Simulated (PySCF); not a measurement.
## Nitrogen: a sound run and one with changed settings

Sound run: N⁺ [He] 2s2 2p2, N²⁺ [He] 2s2 2p1. All numbers are calculated (PySCF 2.14, the non-relativistic Hamiltonian (point nucleus), in 6-31G* (3s2p1d, 14 functions)). The sound run starts from symmetry-adapted Hartree-Fock orbitals and uses a fine grid where one is needed.

Changed run: initial guess minao, at most 2 SCF cycles. This setting is unsound on purpose.

```csv
species,method,sound run (hartree),changed run (hartree),converged
N⁺,UHF,-53.87190,-53.86765,no
N⁺,TPSS,-54.05428,-54.04259,no
N⁺,M06-L,-54.03360,-54.02460,no
N²⁺,UHF,-52.79544,-52.78938,no
N²⁺,TPSS,-52.95451,-52.95004,no
N²⁺,M06-L,-52.93447,-52.93353,no
```

The SCF was stopped early; the energies are upper bounds that still move, and correlated levels were skipped or rest on poor orbitals.
